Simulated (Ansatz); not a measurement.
`S[SiH2][GaH2]` + `O[SiH2][SiH3]` → `[SiH3][SiH2]O[SiH2]S` + `[GaH3]`  (cleavage of the Si–Ga bond)

Program: Ansatz. Geometries: PBE0-D4/def2-TZVP. ΔE: electronic, gas phase. CCSD(T)/CBS adds triple-zeta CCSD(T) − MP2 to the extrapolated MP2 energy (def2 sets, frozen cores). DFT in def2-TZVPP. B3LYP here is the variant with VWN-RPA as its local correlation; programs differ in this. For Ga outer-core shells are correlated without core-valence functions, which leaves a few kJ/mol of doubt a bond. Scalar relativity is left out up to krypton. One conformer a species, not always the lowest.

```csv
level,ΔE (kJ/mol),difference from CCSD(T)/CBS
PBE-D4,-78.6,22.2
PBE0-D4,-88.2,12.6
ωB97M-V,-106.5,-5.7
B2PLYP,-102.8,-2.0
PBE,-73.2,27.6
r2SCAN,-95.2,5.6
PBE0,-83.1,17.7
B3LYP,-95.4,5.4
HF/def2-TZVPP,-123.8,-23.0
MP2/def2-TZVPP,-108.6,-7.8
SCS-MP2/def2-TZVPP,-111.8,-11.0
CCSD/def2-TZVPP,-105.2,-4.4
CCSD(T)/def2-TZVPP,-102.9,-2.1
HF/CBS(def2),-126.9,-26.1
MP2/CBS(def2),-106.6,-5.8
CCSD/CBS(def2),-103.2,-2.4
CCSD(T)/CBS,-100.8,0
```

Largest T1 diagnostic among the species: 0.013.

The D4 term adds −8.1 kJ/mol with B3LYP and −5.1 kJ/mol with PBE0; it sums over pairs of atoms, weighted by their polarisabilities, and B3LYP, whose exchange is more repulsive, gets the larger term. In def2-TZVPP, CCSD(T) changes the Hartree–Fock value by +20.9 kJ/mol (the triples alone add +2.4 kJ/mol) and MP2 by +15.2 kJ/mol.
